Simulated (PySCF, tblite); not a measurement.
Isomers of C9H6FP, one GFN2-xTB conformer each. Single-point energies are computed at PBE0/pcSseg-1 (PySCF, gas phase, no added dispersion term), electronic only.

```json
{"SMILES": "Fc1cpcc2ccccc12", "GFN2-xTB relative energy (kJ/mol)": "3.8"}
{"SMILES": "Fc1cpc2ccccc2c1", "GFN2-xTB relative energy (kJ/mol)": "0.0"}
{"SMILES": "Fc1ccpc2ccccc12", "GFN2-xTB relative energy (kJ/mol)": "5.7"}
{"SMILES": "Fc1pccc2ccccc12", "GFN2-xTB relative energy (kJ/mol)": "14.1"}
```

Task: What does PBE0/pcSseg-1 give for the same structures?

Result: 
```tsv
SMILES	PBE0/pcSseg-1 E (Eh)	PBE0/pcSseg-1 (kJ/mol)	GFN2-xTB (kJ/mol)	point group
Fc1cpcc2ccccc12	-787.06201	0.0	3.8	Cs
Fc1cpc2ccccc2c1	-787.06126	2.0	0.0	Cs
Fc1ccpc2ccccc12	-787.06109	2.4	5.7	Cs
Fc1pccc2ccccc12	-787.05568	16.6	14.1	Cs
```

GFN2-xTB puts Fc1cpc2ccccc2c1 lowest instead; measured from each level's own lowest isomer, the values differ by up to 3.8 kJ/mol (Fc1cpcc2ccccc12: 3.8 against 0.0). Neighbours under 10 kJ/mol apart (Fc1cpcc2ccccc12 and Fc1cpc2ccccc2c1; Fc1cpc2ccccc2c1 and Fc1ccpc2ccccc12) can change places with a better method, another conformer or zero-point energy.

Task: Which frontier levels, dipoles and rotational constants go with these structures?

Result: 
```json
{"SMILES": "Fc1cpcc2ccccc12", "HOMO (eV, PBE0/pcSseg-1)": "-6.67", "LUMO (eV)": "-2.01", "dipole (D)": "2.10", "A, B, C (MHz)": "1613, 908.0, 581.0"}
{"SMILES": "Fc1cpc2ccccc2c1", "HOMO (eV, PBE0/pcSseg-1)": "-6.56", "LUMO (eV)": "-2.19", "dipole (D)": "2.03", "A, B, C (MHz)": "1922, 778.8, 554.2"}
{"SMILES": "Fc1ccpc2ccccc12", "HOMO (eV, PBE0/pcSseg-1)": "-6.45", "LUMO (eV)": "-2.02", "dipole (D)": "0.82", "A, B, C (MHz)": "1408, 1055, 603.1"}
{"SMILES": "Fc1pccc2ccccc12", "HOMO (eV, PBE0/pcSseg-1)": "-6.60", "LUMO (eV)": "-2.01", "dipole (D)": "2.97", "A, B, C (MHz)": "1802, 878.4, 590.6"}
```

Task: What happens when harmonic zero-point energies from GFN2-xTB frequencies are added?

Result: 
| SMILES | ZPE (kJ/mol) | electronic (kJ/mol) | with ZPE (kJ/mol) |
| --- | --- | --- | --- |
| Fc1cpcc2ccccc12 | 312.6 | 0.0 | 0.0 |
| Fc1cpc2ccccc2c1 | 312.4 | 2.0 | 1.7 |
| Fc1ccpc2ccccc12 | 312.7 | 2.4 | 2.5 |
| Fc1pccc2ccccc12 | 313.0 | 16.6 | 16.9 |

The zero-point energies span 0.6 kJ/mol. The order is unchanged.
